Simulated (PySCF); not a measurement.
C₈H₆OSSe, SMILES c1csc(Oc2ccc[se]2)c1 (GFN2-xTB optimised geometry):

```
17

C      1.357    -3.486     0.005
C      0.006    -3.568     0.005
S     -0.738    -2.013     0.003
C      0.820    -1.239     0.003
O      1.057     0.086     0.001
C      0.121     1.063     0.000
C     -1.237     1.063     0.000
C     -1.802     2.366    -0.001
C     -0.916     3.389    -0.003
Se     0.851     2.793     0.000
C      1.831    -2.157     0.004
H      2.005    -4.343     0.006
H     -0.619    -4.438     0.006
H     -1.850     0.181     0.001
H     -2.868     2.516    -0.001
H     -1.144     4.438    -0.004
H      2.868    -1.878     0.004
```

Level of theory: PBE/def2-SVP (PySCF).

**Question.** What are the frontier orbital energies and the dipole moment?

**Answer.** HOMO-2 -6.01 eV, HOMO-1 -5.97 eV, HOMO -4.88 eV, LUMO -1.43 eV, LUMO+1 -0.81 eV; dipole moment 0.48 D.

Meta-Löwdin charges at PBE/def2-SVP: C1 -0.13, C2 -0.26, S3 0.23, C4 0.06, O5 -0.23, C6 0.05, C7 -0.20, C8 -0.12, C9 -0.27, Se10 0.29, C11 -0.18, H12 0.12, H13 0.13, H14 0.12, H15 0.12, H16 0.13, H17 0.12.
